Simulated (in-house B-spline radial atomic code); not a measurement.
## LDA exchange-only excitations of F5+

Method: LDA exchange-only. Computed with an all-electron radial atomic-structure program (B-spline basis): linear response of the closed shell [He] 2s2 with the functional's adiabatic kernel; non-relativistic, point nucleus, no spin-orbit coupling, no double excitations, S, P, D and F terms only.

Command:
```bash
python run_td.py task.json out
```
Settings (radii: box in bohr, nucleus in fm):
```
Z                        9
electrons                4
configuration            [He] 2s2
hamiltonian              nr
method                   lda,
box_radius               16.35
intervals                48
```

Run time, properties included: 1 thread of Intel(R) Xeon(R) 6975P-C (Granite Rapids), on a shared host.

The lowest states, in the order of their Tamm-Dancoff energies; the method's threshold (minus the highest occupied level) is 141.58 eV. Labels give the largest channel, * marks a mixed state, and oscillator strengths are full-response dipole values. Semilocal kernels can invert the small singlet-triplet splittings of Rydberg terms. Energies in eV:

| state | full response | Tamm-Dancoff | oscillator strength |
| --- | --- | --- | --- |
| 2s → 2p 3P | 8.722 | 10.134 | - |
| 2s → 2p 1P | 21.328 | 22.598 | 0.415 |
| 2s → 3s 3S | 88.51 | 88.53 | - |
| 2s → 3s 1S | 91.02 | 91.05 | - |
| 2s → 3p 3P | 92.80 | 92.82 | - |
| 2s → 3p 1P | 93.71 | 93.72 | 0.445 |
| 2s → 3d 3D | 95.69 | 95.73 | - |
| 2s → 3d 1D | 97.56 | 97.56 | - |
| 2s → 4s 3S | ? | ? | - |
| 2s → 4s 1S | 115.49 | 115.50 | - |
| 2s → 4p 3P | ? | ? | - |
| 2s → 4p 1P | 116.71 | 116.71 | 0.118 |
| 2s → 4d 3D | 117.77 | 117.78 | - |
| 2s → 4d 1D | 118.32 | 118.32 | - |
| 2s → 4f 3F | 119.29 | 119.29 | - |
| 2s → 4f 1F | 119.36 | 119.36 | - |

(1) Where does 2s → 4p 3P lie?

(2) Where does 2s → 4s 3S lie?

(3) How large is the singlet-triplet splitting of 2s → 2p (P terms) in Tamm-Dancoff?

(4) What polarisabilities and dispersion coefficient does the method give?

Answers

(1) At 116.43 eV in full response, 116.44 eV in Tamm-Dancoff.

(2) At 114.77 eV in full response, 114.77 eV in Tamm-Dancoff.

(3) 12.5 eV, from the unrounded values.

(4) Dipole 0.7387 bohr³, quadrupole 0.215 bohr⁵, C6 0.3659 hartree·bohr⁶ for two such species.
